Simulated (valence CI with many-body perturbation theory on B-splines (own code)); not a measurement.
**Level structure of Er⁶²⁺**

Level of theory: configuration interaction combined with many-body perturbation theory (CI+MBPT): four valence electrons over a frozen Dirac-Fock core [He], radial functions for each j: 9 s, 9 p, 8 d, 6 f, 3 g, 1 h, with the one-electron correlation potential Σ1, the two-electron term Σ2, the three-electron term Σ3, Breit, model QED; selected CI, second order for the rest, scaled by the run's own slope (own B-spline code, finite nucleus).

No measured spectrum was set against this ion. As an estimate, large intervals hold to a few tenths of a per cent, small ones and those within an open d or f shell to about a per cent.

Levels 1 to 40 of 40, with energies above the lowest level, (2s^2 2p1/2^2) J=0. "Leading %" is the weight of the configuration and term that name the level; weights of strongly mixed levels are sums over their largest components and can fall short, so below about 35 % the name and the second component can differ from the true leading terms, or belong to a minority configuration. In the jj column 3d3/2^4 stands for four electrons in 3d with j = 3/2. Lifetimes count E1, E2, E3, M1 and M2 decay at the calculated energies, and are blank where another channel may lead or the interval is too uncertain; long ones can be off by a factor of two.

```csv
No.,Configuration,Term,J,E (× 10³ cm⁻¹),Leading %,Leading jj,Lifetime
1,2s2 2p2,3P,0,0.00,69,2s^2 2p1/2^2 (100 %),
2,2s2 2p2,3P,1,7702.4,100,2s^2 2p1/2 2p3/2 (100 %),184 ps
3,2s2 2p2,1D,2,7846.6,65,2s^2 2p1/2 2p3/2 (100 %),50.4 ns
4,2s 2p3,3P°,2,9828.5,48,2s 2p1/2^2 2p3/2 (100 %),37.8 ps
5,2s 2p3,3D°,1,10467,32,2s 2p1/2^2 2p3/2 (100 %),176 fs
6,2s2 2p2,3P,2,15707,64,2s^2 2p3/2^2 (99 %),41.9 ps
7,2s2 2p2,1S,0,16157,68,2s^2 2p3/2^2 (99 %),36.2 ps
8,2s 2p3,5S°,2,17324,50,2s 2p1/2 2p3/2^2 (100 %),777 fs
9,2s 2p3,3D°,3,17666,100,2s 2p1/2 2p3/2^2 (100 %),819 fs
10,2s 2p3,3P°,0,18103,100,2s 2p1/2 2p3/2^2 (100 %),222 fs
11,2s 2p3,3S°,1,18267,52,2s 2p1/2 2p3/2^2 (100 %),114 fs
12,2s 2p3,1D°,2,18346,74,2s 2p1/2 2p3/2^2 (100 %),116 fs
13,2s 2p3,3P°,1,18377,62,2s 2p1/2 2p3/2^2 (100 %),189 fs
14,2p4,3P,2,20600,68,2p1/2^2 2p3/2^2 (99 %),122 fs
15,2p4,1S,0,21074,64,2p1/2^2 2p3/2^2 (99 %),108 fs
16,2s 2p3,3P°,2,25777,51,2s 2p3/2^3 (100 %),235 fs
17,2s 2p3,1P°,1,26399,37,2s 2p3/2^3 (100 %),92.0 fs
18,2p4,3P,1,28412,100,2p1/2 2p3/2^3 (100 %),77.1 fs
19,2p4,1D,2,28558,68,2p1/2 2p3/2^3 (100 %),80.3 fs
20,2p4,3P,0,36620,64,2p3/2^4 (100 %),58.2 fs
21,2s2 2p 3s,3P°,0,68872,99,2s^2 2p1/2 3s (99 %),6.65 fs
22,2s2 2p 3s,3P°,1,68900,67,2s^2 2p1/2 3s (100 %),5.39 fs
23,2s2 2p 3p,3D,1,69503,74,2s^2 2p1/2 3p1/2 (100 %),454 fs
24,2s2 2p 3p,3P,0,69842,67,2s^2 2p1/2 3p1/2 (99 %),216 fs
25,2s 2p2 3s,5P,1,70795,42,2s 2p1/2^2 3s (98 %),6.76 fs
26,2s 2p2 3s,3P,0,71078,68,2s 2p1/2^2 3s (99 %),7.23 fs
27,2s 2p2 3p,3P°,1,71489,33,2s 2p1/2^2 3p1/2 (99 %),2.46 fs
28,2s 2p2 3p,3P°,0,71495,51,2s 2p1/2^2 3p1/2 (99 %),221 fs
29,2s2 2p 3p,3D,2,71946,52,2s^2 2p1/2 3p3/2 (100 %),307 fs
30,2s2 2p 3p,3P,1,71961,48,2s^2 2p1/2 3p3/2 (98 %),244 fs
31,2s2 2p 3d,3F°,2,72426,75,2s^2 2p1/2 3d3/2 (100 %),5.32 fs
32,2s2 2p 3d,3D°,1,72629,50,2s^2 2p1/2 3d3/2 (99 %),683 as
33,2s2 2p 3d,3P°,2,73147,47,2s^2 2p1/2 3d5/2 (98 %),920 as
34,2s2 2p 3d,3F°,3,73179,46,2s^2 2p1/2 3d5/2 (100 %),951 as
35,2s 2p2 3p,3P°,2,73895,35,2s 2p1/2^2 3p3/2 (98 %),45.8 fs
36,2s 2p2 3p,3D°,1,73935,31,2s 2p1/2^2 3p3/2 (99 %),2.56 fs
37,2s 2p2 3d,3D,1,74369,46,2s 2p1/2^2 3d3/2 (99 %),6.11 fs
38,2s 2p2 3d,3D,2,74415,30,2s 2p1/2^2 3d3/2 (98 %),4.82 fs
39,2s 2p2 3d,3D,3,75068,37,2s 2p1/2^2 3d5/2 (99 %),954 as
40,2s 2p2 3d,3F,2,75203,28,2s 2p1/2^2 3d5/2 (98 %),985 as
```

The ionisation energy to 2s2 2p 2P°_1/2 of the next ion comes out as 15147 eV (NIST: 15146 ± 15 eV (theoretical)). All 40 levels together are meant to be complete up to 75323 × 10³ cm⁻¹.
